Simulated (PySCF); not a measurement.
## Si(vinyl)3(NEt2) in a uniform electric field

Si(vinyl)3(NEt2), C10H19NSi.
Structure used (PBE0-D3(BJ)/def2-SVP), in Å, numbered top down from 1:
```
atom  x, y, z in Å
Si1    0.4973    0.6291    0.5083
C2     0.8683    0.1032    2.2667
C3     2.0954    0.0910    2.8004
H4     0.0244   -0.1597    2.9195
H5     2.9819    0.3606    2.2150
H6     2.2760   -0.1823    3.8465
C7     2.0960    0.9948   -0.3998
C8     2.3179    2.1039   -1.1159
H9     2.8861    0.2308   -0.3830
H10    1.5688    2.9014   -1.1863
H11    3.2492    2.2704   -1.6697
C12   -0.5355    2.1977    0.5470
C13   -1.8446    2.2126    0.2688
H14   -0.0614    3.1419    0.8489
H15   -2.3690    1.2977   -0.0319
H16   -2.4502    3.1244    0.3286
N17   -0.3739   -0.6552   -0.2794
C18   -0.6834   -0.5435   -1.6923
C19    0.2291   -1.3646   -2.5934
C20   -0.8334   -1.8559    0.3867
C21   -2.2815   -1.7865    0.8554
H22   -0.6180    0.5182   -1.9862
H23   -1.7386   -0.8272   -1.8720
H24    1.2728   -1.0323   -2.4875
H25    0.1887   -2.4359   -2.3415
H26   -0.0620   -1.2612   -3.6507
H27   -0.7058   -2.7229   -0.2875
H28   -0.1796   -2.0632    1.2496
H29   -2.4131   -0.9842    1.5984
H30   -2.9640   -1.5775    0.0163
H31   -2.5995   -2.7362    1.3145
```

Level: B3LYP/def2-SVPD (PySCF); nuclei fixed, core orbitals frozen in the response. Permanent dipole (-0.066, -0.242, -0.137) D (1 au = 2.5417 D). Static polarisability (au):

```
x   167.35   6.94   4.96
y     6.94 149.23  -7.18
z     4.96  -7.18 152.08
```

Only the terms in μ and α are kept: μ(F) = μ + αF and ΔE = −μ·F − ½ F·αF.

Task: Apply 0.003 au along ±x, ±y and ±z in turn. Tabulate induced and total dipoles and both energy terms.

Result: 
| field along | induced x (D) | induced y (D) | induced z (D) | total size (D) | −μ·F (kJ/mol) | −½F·αF (kJ/mol) |
| --- | --- | --- | --- | --- | --- | --- |
| +x | 1.276 | 0.053 | 0.038 | 1.229 | +0.205 | -1.977 |
| −x | -1.276 | -0.053 | -0.038 | 1.385 | -0.205 | -1.977 |
| +y | 0.053 | 1.138 | -0.055 | 0.916 | +0.750 | -1.763 |
| −y | -0.053 | -1.138 | 0.055 | 1.387 | -0.750 | -1.763 |
| +z | 0.038 | -0.055 | 1.160 | 1.065 | +0.425 | -1.797 |
| −z | -0.038 | 0.055 | -1.160 | 1.314 | -0.425 | -1.797 |

Task: For the field (-0.0021, 0.0003, -0.0009) au, what is the induced dipole, and what angle does it make with the field?

Result: αF = (-0.899, 0.093, -0.380) D, at 2.1° to the field. The polarisability along this direction, F·αF/F², is 167.33 au, against a mean of 156.22 au.

Task: Which field along μ doubles the dipole in that direction (linear response)?

Result: The polarisability along the dipole is 148.83 au, so F = 0.1124 au / 148.83 au = 0.0008 au = 0.04 V/Å; higher-order terms are ignored.

Task: What field makes μF equal to kT at 200 K?

Result: kT = 0.6334 × 10⁻³ Eh, so F = 0.00563 au = 29 MV/cm.

Task: A unit point charge sits 20 Å away. Estimate the induction energy −αe²/2R⁴ with the mean polarisability, treating the molecule as a point.

Result: R = 37.79 bohr, so the energy is −156.2/(2 × 37.79⁴) Eh = -0.101 kJ/mol. The charge–dipole term at its most favourable orientation, −μe/R², is -0.207 kJ/mol.

Geometry: PBE0-D3(BJ)/def2-SVP, one conformer, isolated molecule.
